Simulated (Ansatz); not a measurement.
`O[Si@@]1(Br)O[C@H]1F` + H₂ → `O[Si@H]1O[C@H]1F` + HBr  (hydrogenolysis of the Si–Br bond)

Isolated molecules relaxed with PBE0-D4/def2-TZVP in Ansatz; ΔE leaves out vibrations. CCSD(T)/CBS adds triple-zeta CCSD(T) − MP2 to the extrapolated MP2 energy (def2 sets, frozen cores). This one scheme is used for every species. Functionals use def2-TZVPP. HSE06 is defined as in plane-wave codes. For Br outer-core shells are correlated without core-valence functions, which leaves a few kJ/mol of doubt a bond. Scalar relativity is left out up to krypton. One conformer a species, not always the lowest.

| level | ΔE (kcal/mol) |
| --- | --- |
| r2SCAN0-D4 | 17.6 |
| HSE06-D4 | 16.9 |
| CAM-B3LYP-D4 | 15.0 |
| revPBE | 15.4 |
| r2SCANh | 17.5 |
| CCSD(T)/def2-SVP | 11.9 |
| HF/def2-TZVPP | 12.4 |
| SCS-MP2/def2-QZVPP | 17.1 |

Q: What does CCSD(T)/CBS give? (Best estimate.)

A: The calculation gave: +17.1 kcal/mol. The listed levels differ from it by 0.5, -0.2, -2.1, -1.7, 0.4, -5.2, -4.7, 0.0 kcal/mol.

Q: What do rigid-rotor, harmonic-oscillator terms from PBE0-D4/def2-TZVP frequencies (298.15 K, 1 bar) make of the CCSD(T)/CBS value? (An estimate is asked.)

A: Computed: ΔZPE = +1.9 kcal/mol, ΔH = +18.1 kcal/mol, ΔS = 23 J/(mol·K), ΔG = +16.4 kcal/mol.

Largest T1 diagnostic among the species: 0.014.

The D4 term adds +2.5 kcal/mol with B3LYP and +1.4 kcal/mol with PBE0; it sums over pairs of atoms, weighted by their polarisabilities, and B3LYP, whose exchange is more repulsive, gets the larger term. At CCSD(T), def2-SVP lies −5.2 kcal/mol from the extrapolated value and def2-TZVPP −1.2 kcal/mol. In def2-TZVPP, CCSD(T) changes the Hartree–Fock value by +3.5 kcal/mol (the triples alone add +1.1 kcal/mol) and MP2 by +6.0 kcal/mol.

CCSD(T)/CBS has its own doubt, a few kJ/mol and more with outer-core shells, so smaller differences from it don't rank the levels.

B3LYP here is the variant with VWN-RPA as its local correlation; programs differ in this.
